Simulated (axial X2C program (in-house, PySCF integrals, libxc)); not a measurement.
**Levels of ZrO⁻ by electron attachment to ZrO (EOM-EA-CCSD)**

Computed with an axial X2C code built on PySCF integrals: two-component X2C with atomic mean-field Coulomb and Gaunt terms, Gaussian nuclei, basis Zr dyall-acv3z, O dyall-av3z with contracted cores.

R = 1.792 Å (1.045 times 1.715 Å, the PBE0 minimum at charge 0 for the lowest determinant).

Levels of ZrO⁻ obtained by attaching an electron to ZrO:

```
  Ω  binding energy (eV)  above lowest (cm⁻¹)                  attached spinor  one-particle weight
3/2                1.027                    0                        98% Zr dδ                 0.88
5/2                0.710                 2555                        98% Zr dδ                 0.89
1/2                0.449                 4662    67% Zr pπ, 25% Zr dπ, 7% O pπ                 0.91
3/2                0.389                 5143    68% Zr pπ, 25% Zr dπ, 7% O pπ                 0.91
1/2               -0.029                 8514  55% Zr pσ, 23% Zr sσ, 17% Zr dσ                 0.97
1/2               -0.355                11148                        96% Zr pπ                 0.99
3/2               -0.364                11220                        96% Zr pπ                 0.99
1/2               -0.424                11701             60% Zr sσ, 38% Zr pσ                 0.99
1/2               -0.475                12117  67% Zr pσ, 18% Zr dσ, 11% Zr sσ                 0.97
```

Question: Take the first Ω = 1/2 and Ω = 3/2 rows of π character: how far apart are they, and which lies lower?

Answer: E(3/2) − E(1/2) = 5143 − 4662 = 481 cm⁻¹ at EOM-EA-CCSD: regular, Ω = 1/2 lower. Splittings at this level can be off by ten to twenty per cent.

Negative binding energies belong to unbound states, resonances or levels that the basis set holds; within some tenths of an eV of zero the sign is not settled.

This point took 34 s on 1 thread of Arm Neoverse V2 (shared host).

Reference electrons by ω block (each with its −ω partner): 1/2: 17, 3/2: 6, 5/2: 1. 18 electrons of ZrO correlated (inner shells frozen), 84 natural virtual spinors (a truncated set); levels can be off by some tenths of an eV. Roots sought by Ω: (1/2: 5, 3/2: 4, 5/2: 2, 7/2: 1); the list ends where they run out and leaves out roots under 60 % one-particle weight. The solver can skip a root, and states that need a further excitation, which the method places far too high, are missing though they may lie low or lowest. T1 of the reference 0.031 (Lee–Taylor). Number of frozen shells: Zr 3 s, 2 p, 1 d; O 1 s. The closed-shell reference lies 0.24 eV above the lowest PBE0 determinant. Large amplitudes in the reference (orbital relaxation or multireference character) lower the reliability.
